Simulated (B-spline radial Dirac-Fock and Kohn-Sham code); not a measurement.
## The Nd-like isoelectronic sequence (60 electrons), Z = 60 to 70

Level of theory: multi-electron Dirac-Fock with separately optimised hole states, Breit and Lamb-shift corrections added in first order; a B-spline atomic structure program. Binding energies in eV, tabulated ground configurations. No correlation.

```csv
ion,configuration,1s,3d3/2,4d5/2,4f,outermost level,NIST ionisation energy
Nd,[Xe] 4f4 6s2,43572.0,1004.8,124.5,4.76,4.56 (6s),5.525
Pm⁺,[Xe] 4f5 6s1,45193.7,1063.6,137.5,11.66,10.12 (6s),10.938 ± 0.02
Sm²⁺,[Xe] 4f6,46851.0,1124.6,151.7,19.68,19.68 (4f),23.55 ± 0.08
Eu³⁺,[Xe] 4f6,48555.4,1200.6,178.1,39.12,39.12 (4f),42.94 ± 0.11
Gd⁴⁺,[Xe] 4f6,50298.1,1280.7,207.1,61.23,61.23 (4f),–
Tb⁵⁺,[Kr] 4d10 4f7 5s2 5p5,52073.1,1355.3,231.7,79.11,79.11 (4f),–
Dy⁶⁺,[Kr] 4d10 4f8 5s2 5p4,53884.8,1432.2,257.4,98.08,98.08 (4f),–
Ho⁷⁺,[Kr] 4d10 4f9 5s2 5p3,55735.3,1511.4,284.4,118.1,118.1 (4f),–
Er⁸⁺,[Kr] 4d10 4f10 5s2 5p2,57624.1,1592.8,312.5,139.2,139.2 (4f),–
Tm⁹⁺,[Kr] 4d10 4f11 5s2 5p1,?,?,?,?,?,?
Yb¹⁰⁺,[Kr] 4d10 4f12 5s2,61519.6,1762.6,372.2,184.4,184.4 (4f),209 ± 10
```

Question: Fill in the row of Tm⁹⁺.

Answer: 1s 59552.3, 3d3/2 1676.6, 4d5/2 341.8, 4f 161.3, outermost 161.3 (4f), NIST – eV.

NIST's values are for the lowest levels; a dash marks a value that is missing or belongs to another shell. Their kind here: measured, semi-empirical, theoretical. Where a p, d or f shell is open in either ion the computed value averages over both j values and all terms, while the table refers to the lowest levels; that difference holds spin-orbit splitting (largest in heavy or highly charged ions), term energies where several electrons share open shells, and correlation, and it can reach 10 % or more.
